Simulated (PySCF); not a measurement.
## Tellurium: a sound run and one with changed settings

Sound run: Te [Kr] 4d10 5s2 5p4, Te⁺ [Kr] 4d10 5s2 5p3. All numbers are calculated (PySCF 2.14, a scalar-relativistic core potential, in def2-SVP with the def2 core potential (28 electrons) (4s4p2d, 26 functions)). In the sound run the correlated levels freeze 4s2 4p6 4d10 outside the core potential. The sound run starts from symmetry-adapted Hartree-Fock orbitals and uses a fine grid where one is needed.

A second run was set up differently.

| species | method | sound run (hartree) | changed run (hartree) | converged |
| --- | --- | --- | --- | --- |
| Te | MP2 | -267.05663 | -267.02555 | yes |
| Te | CCSD(T) | -267.07121 | -267.03303 | yes |
| Te⁺ | MP2 | -266.76035 | -266.72504 | yes |
| Te⁺ | CCSD(T) | -266.77363 | -266.72905 | yes |

Ionisation energy of Te:

```
 method  sound run (eV)  changed run (eV)
    UHF           7.691             7.691
    MP2           8.062             8.177
SCS-MP2           8.075             8.273
   CCSD           8.092             8.270
CCSD(T)           8.098             8.272
```

Task: What was changed?
A. a valence shell is frozen
B. level shift left on
C. basis contracted for another Hamiltonian
D. minimal basis

Result: A. Freezing a valence shell removes pair correlation that changes on ionisation.
